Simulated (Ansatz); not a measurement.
A structure relaxed at PBE0-D4/def2-TZVP, charge 0, multiplicity 1:

```
atom    x (Å)    y (Å)    z (Å)
  S1  -2.0724   0.8377   0.1885
 Ga2   0.0591   0.3618   0.1280
  S3   0.8225  -1.5877  -0.5086
 Br4   1.5231   1.9910   0.7624
  H5  -2.4341  -0.3809  -0.2502
  H6   2.1019  -1.2219  -0.3201
```

Give its formula and SMILES.

BrGaH2S2, `[SH][Ga]([SH])[Br]`.

Point group (tolerance 0.08 Å, 0.16 Å for H)?

Cs.

Summarise the bond lengths by kind.

2 × Ga–S 2.185 to 2.188 Å; 2 × H–S 1.344 to 1.345 Å; 1 × Br–Ga 2.280 Å.

All numbers were calculated with Ansatz.
